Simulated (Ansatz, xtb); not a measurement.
## Isomers of BFH5OSi2 in order of energy

8 gas-phase structures of BFH5OSi2, found in a search over its isomers (lower ones may exist). Each was relaxed with GFN2-xTB; where two conformers were screened, the lower at r2SCAN-D4/def2-SVP is listed:

A. `B[SiH]O[SiH2]F`, a doublet
B. `F[SiH]BO[SiH3]`, a doublet
C. `BO[SiH][SiH2]F`, a doublet
D. `FB[SiH]O[SiH3]`, a doublet
E. `B[Si](F)O[SiH3]`, a doublet
F. `F[SiH2]OB[SiH2]`, a doublet
G. `BO[SiH2][SiH]F`, a doublet
H. `BO[Si@H](F)[SiH2]`, a doublet

Task: Estimate their order in r2SCAN-D4/def2-SVP energy at these geometries, lowest first.

Result: Calculated order at r2SCAN-D4/def2-SVP: F (0.0), H (8.9), A (22.5), E (27.8), D (45.4), B (49.0), C (53.5), G (63.7) kJ/mol. Less than 1 kcal/mol parts D and B, so the order within that pair means little.

Energies above the lowest of each column, in kJ/mol; the last columns are at B3LYP/6-31G* geometries and were run for some of them only (a dash: not run or not comparable):

| structure | GFN2-xTB | HF/STO-3G | r2SCAN-D4/def2-SVP | B3LYP/6-31G* | CCSD(T)/def2-SVP + ΔMP2/def2-TZVPP |
| --- | --- | --- | --- | --- | --- |
| F | 29.4 | 49.3 | 0.0 | 2.7 | 0.0 |
| H | 62.1 | 0.0 | 8.9 | 0.0 | 4.9 |
| A | 0.0 | 174.9 | 22.5 | 27.4 | – |
| E | 16.1 | 159.4 | 27.8 | – | – |
| D | 60.9 | 97.3 | 45.4 | – | – |
| B | 35.5 | 86.8 | 49.0 | – | – |
| C | 61.9 | 21.6 | 53.5 | – | – |
| G | 58.5 | 25.8 | 63.7 | – | – |

CCSD(T)/def2-SVP + ΔMP2/def2-TZVPP puts F lowest of those it was run on; GFN2-xTB picks A, HF/STO-3G picks H, B3LYP/6-31G* picks H. Flexible structures stand in one conformer each, not always the lowest. Frequencies (B3LYP/6-31G*) were run for F, H alone. Open shells are spin-unrestricted. ΔMP2 is the change of the MP2 energy from the smaller to the larger basis.

Over these structures GFN2-xTB departs from r2SCAN-D4/def2-SVP by 19.9 kJ/mol on average once a common shift is removed. A GFN2-xTB relaxation took about 0.17 s and the r2SCAN-D4/def2-SVP energy about 3.8 s on a shared host (Ansatz 0.2.0, xtb 6.7.1 (Pople sets with spherical d functions)).
